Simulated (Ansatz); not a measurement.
W₄⁻. The state is a doublet with charge -1. Geometry PBE0-D4/def2-SVPD; atoms count from 1.

```xyz
4

W     1.180   -0.653   -0.319
W     0.980    1.318    0.925
W    -0.981   -1.322   -0.918
W    -1.179    0.658    0.312
```

In the def2 sets W takes a core potential; there is no spin–orbit coupling. The charge -1 doublet is spin-contaminated (final ⟨S²⟩ up to 2.87, 0.75 for a pure state). The geometry of the doublet was relaxed on an unsound state (⟨S²⟩ 2.80, where a pure state has 0.75). At PBE0-D4/def2-TZVPD a quartet of charge -1 lies 0.13 eV below the doublet, each at its own geometry. That quartet is doubtful there (⟨S²⟩ 4.95, where a pure state has 3.75). Another isomer (doublet) lies 0.10 eV lower at PBE-D4/def2-TZVPD.

**Question.** Estimate the Mulliken populations from the PBE0/def2-TZVPD orbitals of Ansatz.

**Answer.** 
```tsv
atom	charge (e)	spin (α − β)	d electrons
W1	-0.09	-2.13	4.59
W2	-0.41	2.63	4.69
W3	-0.41	2.63	4.69
W4	-0.09	-2.13	4.59
```
Mulliken values and Mayer orders depend strongly on the basis. With diffuse functions, as here, like atoms can get unlike values, and bond orders can come out too low or too high.

**Question.** Where does the spin sit?

**Answer.** Summed by element: W 1.00, of 1 unpaired in all. Largest on single atoms: W2 2.63, W3 2.63, W4 -2.13.

**Question.** And the Mayer bond orders between bonded heavy atoms (over 0.3)?

**Answer.** W1–W2 2.35 (2.34 Å); W1–W3 2.35 (2.34 Å); W1–W4 0.85 (2.77 Å); W2–W3 0.37 (3.77 Å); W2–W4 2.35 (2.34 Å); W3–W4 2.35 (2.34 Å).
